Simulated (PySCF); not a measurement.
Record of a relaxation.

Compound: TeMe2, C2H6Te.
Bonds: Te1–C2, Te1–C6. Hydrogens: H3, H4, H5 on C2; H7, H8, H9 on C6.

Method: PBE0-D3(BJ)/def2-SVP geometry optimisation, gas phase, def2 core potentials past Kr in PySCF; density fitting, grid level 1; the optimiser is geomeTRIC in internal coordinates, started from a GFN2-xTB structure with every atom displaced at random (about 0.03 Å). The frame can shift and turn from step to step; on so coarse a grid that alone can change the energy by a few meV, and forces under 0.02 eV/Å are noise.

Step 0: E = -9460.7328 eV, largest atomic force 2.261 eV/Å
```
atom  x, y, z in Å  |  force x, y, z in eV/Å
Te1     0.067   -0.068   -1.479   -1.234   0.394  -0.316
C2      1.543   -0.030    0.004    0.941   0.686  -0.167
H3      1.425   -0.919    0.590    0.172  -0.757   0.670
H4      1.579    0.863    0.634   -0.431   0.176   0.092
H5      2.508   -0.026   -0.524    0.005  -0.328   0.011
C6     -1.573    0.032   -0.011    2.209  -0.456   0.148
H7     -1.473    0.907    0.603    0.161   0.858   0.330
H8     -1.423   -0.839    0.613   -0.126  -0.482   0.314
H9     -2.520    0.009   -0.456   -1.697  -0.091  -1.082
```

Step 1: E = -9460.9008 eV, largest atomic force 0.389 eV/Å
```
atom  x, y, z in Å  |  force x, y, z in eV/Å
Te1    -0.016   -0.031   -1.479    0.381   0.081  -0.009
C2      1.565   -0.034    0.009    0.093   0.054  -0.184
H3      1.494   -0.935    0.631   -0.030  -0.008  -0.001
H4      1.551    0.870    0.634   -0.204  -0.013  -0.054
H5      2.522   -0.043   -0.535   -0.061  -0.085  -0.025
C6     -1.561    0.023   -0.006    0.094  -0.043   0.262
H7     -1.444    0.935    0.596   -0.115  -0.033  -0.020
H8     -1.439   -0.868    0.626   -0.178   0.050   0.029
H9     -2.540    0.012   -0.502    0.020  -0.004   0.003
```

Step 2: E = -9460.9173 eV, largest atomic force 0.160 eV/Å
```
atom  x, y, z in Å  |  force x, y, z in eV/Å
Te1     0.014   -0.021   -1.477   -0.122   0.003   0.105
C2      1.580   -0.035   -0.002    0.053  -0.035   0.040
H3      1.501   -0.936    0.624   -0.004   0.071  -0.046
H4      1.526    0.872    0.617   -0.016  -0.035  -0.026
H5      2.538   -0.049   -0.540   -0.019  -0.003   0.014
C6     -1.557    0.020    0.008    0.035   0.024  -0.055
H7     -1.466    0.936    0.610   -0.030  -0.057  -0.046
H8     -1.477   -0.870    0.648   -0.026   0.030  -0.034
H9     -2.527    0.014   -0.515    0.129   0.002   0.048
```

Step 3: E = -9460.9190 eV, largest atomic force 0.043 eV/Å
```
atom  x, y, z in Å  |  force x, y, z in eV/Å
Te1     0.009   -0.021   -1.469   -0.025  -0.009  -0.034
C2      1.580   -0.035   -0.003    0.026  -0.013   0.021
H3      1.501   -0.934    0.623   -0.001   0.011  -0.006
H4      1.522    0.871    0.614    0.011   0.000   0.002
H5      2.537   -0.051   -0.542    0.001   0.007   0.007
C6     -1.552    0.020    0.010   -0.005   0.011  -0.004
H7     -1.468    0.934    0.611   -0.015  -0.007   0.004
H8     -1.482   -0.870    0.648   -0.011   0.000   0.001
H9     -2.515    0.016   -0.519    0.019   0.001   0.010
```

Step 4: E = -9460.9192 eV, largest atomic force under 0.02 eV/Å
```
atom  x, y, z in Å  |  force x, y, z in eV/Å
Te1     0.008   -0.022   -1.467    0.005  -0.004   0.007
C2      1.585   -0.035   -0.003   -0.006   0.001  -0.005
H3      1.506   -0.932    0.624   -0.003  -0.006   0.003
H4      1.529    0.872    0.613    0.002   0.006   0.001
H5      2.541   -0.051   -0.543    0.001   0.003  -0.005
C6     -1.556    0.020    0.010    0.013   0.000   0.000
H7     -1.475    0.933    0.613   -0.001   0.006   0.006
H8     -1.490   -0.871    0.648   -0.001  -0.005   0.003
H9     -2.516    0.017   -0.522   -0.010   0.000  -0.010
```

Task: Summarise the path.

Result: The energy falls by 17.98 kJ/mol from step 0 to step 4; nine tenths of that is first reached at step 1. It falls at every step. The largest force goes from 2.261 to under 0.02 eV/Å. Among the bonds Te1–C2 changes most, from 2.093 to 2.152 Å; the atoms move by 0.061 Å rms after alignment.

What follows is the cost of the whole optimisation. Time: 7.3 s wall, 55 s CPU; peak memory 0.38 GiB. Hardware: an Intel Xeon Platinum 8488C with 4 threads, shared host with 96 logical CPUs at a one-minute load of 48.
